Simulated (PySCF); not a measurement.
**A thermochemical cycle for RbCa**

CCSD(T) in PySCF with def2-SVP on every atom (core potentials on Rb), for the lowest determinant that a PBE0 search found; no spin–orbit coupling. RbCa, a doublet (σ ↑), has De = 0.12 eV to neutral atoms, and RbCa⁺, a singlet (closed shell), has De = 0.44 eV to Rb⁺ + Ca.

At the same level the Rb atom ionises at 4.08 eV.

What is the adiabatic ionisation energy of the molecule, and does ionisation strengthen or weaken the bond?

IE = IE(Rb) + De(neutral) − De(ion) = 4.08 + 0.12 − 0.44 = 3.76 eV. De changes by +0.32 eV, so ionisation strengthens the bond.

Correlated steps freeze 5 core orbitals. Weak bonds: RbCa, RbCa⁺. Basis-set superposition, not corrected here, can be much of De in a small basis, most of all at correlated wavefunction levels. For an ion De counts to the pair picked by the measured ionisation energies or electron affinities, which need not be the lowest pair at this level. States were picked by a PBE0 search and need not be the measured ground states.
